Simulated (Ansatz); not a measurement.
H5ClO2Si2 (SMILES O[Si](O)([SiH3])Cl), singlet, geometry from GFN2-xTB; PBE/def2-SVPD (Ansatz, a quantum-chemistry and plane-wave program).

The Ansatz input:
Ansatz 0.2 input:
```yaml
crystal:
  periodic: [false, false, false]
  atoms:
    - {symbol: O, position_ang: [0.08794704, 1.00724429, 1.58403623]}
    - {symbol: Si, position_ang: [0.07617113, 0.31806949, 0.10409703]}
    - {symbol: O, position_ang: [0.70867848, 1.42020055, -0.89397958]}
    - {symbol: Si, position_ang: [1.40650783, -1.53481193, -0.12739352]}
    - {symbol: Cl, position_ang: [-1.90363414, 0.03322981, -0.36179492]}
    - {symbol: H, position_ang: [-0.38715759, 0.63673390, 2.32183859]}
    - {symbol: H, position_ang: [0.45663619, 2.34224946, -0.86991270]}
    - {symbol: H, position_ang: [1.35647240, -2.10007288, -1.47713704]}
    - {symbol: H, position_ang: [0.99933710, -2.60082228, 0.80026983]}
    - {symbol: H, position_ang: [2.80598255, -1.22815957, 0.18115276]}
basis:
  gaussian:
    orbitals: def2-SVPD
hamiltonian:
  xc: pbe
```

It wrote (shortened):

```
Functional definition: PBE
1422 factors; their error is unknown
mean field evaluation 1: about -32416.2838 eV, gradient 8.1e1 eV
mean field evaluation 2: about -32350.9872 eV, gradient 1.9e2 eV
mean field evaluation 4: about -32427.7178 eV, gradient 1.1e1 eV
mean field evaluation 8: about -32428.0271 eV, gradient 7.9e-2 eV
mean field evaluation 16: about -32427.9851 eV, gradient 1.8e-5 eV
mean field -32427.98508431 eV, -1191.7064713708 hartree, gradient 1.8e-5 eV, S^2 0.000000; 0 other end points of the search recorded, 0 dependent functions left out
reference -32427.98514024 eV, -1191.7064734260 hartree; 33, 33 occupied and 128, 128 virtual orbitals, 1422 factors
Total energy: -32427.98514024 eV, -1191.7064734260 hartree
```
